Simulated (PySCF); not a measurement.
PySCF 2.14 output of an unrestricted TPSS calculation on a single atom or ion in aug-cc-pVDZ-PP with ECP60MDF (5s5p4d2f, 54 functions), with a scalar-relativistic core potential:

```
SCF conv_tol = 1e-09
number electrons alpha = 9  beta = 5
    J. Tao, J. P. Perdew, V. N. Staroverov, and G. E. Scuseria.,  Phys. Rev. Lett. 91, 146401 (2003)
    J. P. Perdew, J. Tao, V. N. Staroverov, and G. E. Scuseria.,  J. Chem. Phys. 120, 6898 (2004)
    J. Tao, J. P. Perdew, V. N. Staroverov, and G. E. Scuseria.,  Phys. Rev. Lett. 91, 146401 (2003)
    J. P. Perdew, J. Tao, V. N. Staroverov, and G. E. Scuseria.,  J. Chem. Phys. 120, 6898 (2004)
cycle= 1 E= -67.269469339493  delta_E= -0.0123  |g|= 0.0161  |ddm|= 0.605
cycle= 2 E= -67.269927447295  delta_E= -0.000458  |g|= 0.00423  |ddm|= 0.0729
cycle= 3 E= -67.2699778469595  delta_E= -5.04e-05  |g|= 0.00376  |ddm|= 0.0321
cycle= 4 E= -67.269988965234  delta_E= -1.11e-05  |g|= 0.000542  |ddm|= 0.0117
cycle= 5 E= -67.2699898313567  delta_E= -8.66e-07  |g|= 7.25e-05  |ddm|= 0.00419
cycle= 6 E= -67.2699898349713  delta_E= -3.61e-09  |g|= 5.56e-06  |ddm|= 0.000262
cycle= 7 E= -67.2699898350063  delta_E= -3.49e-11  |g|= 3.31e-07  |ddm|= 2.06e-05
converged SCF energy = -67.2699898350063  <S^2> = 6.0090795  2S+1 = 5.0036305
```

The run itself started from symmetry-adapted Hartree-Fock orbitals and held the occupation by maximum overlap, on a logarithmic radial grid, so the iterations belong to that start.

Q: Which element, charge and spin multiplicity is this?

A: W (tungsten, neutral), multiplicity 5; the state was [Xe] 4f14 5d4 6s2, high-spin 5D determinant.

Energies and moments cover only the electrons outside the core potential. Spin-orbit coupling, absent here, splits the open shell strongly.
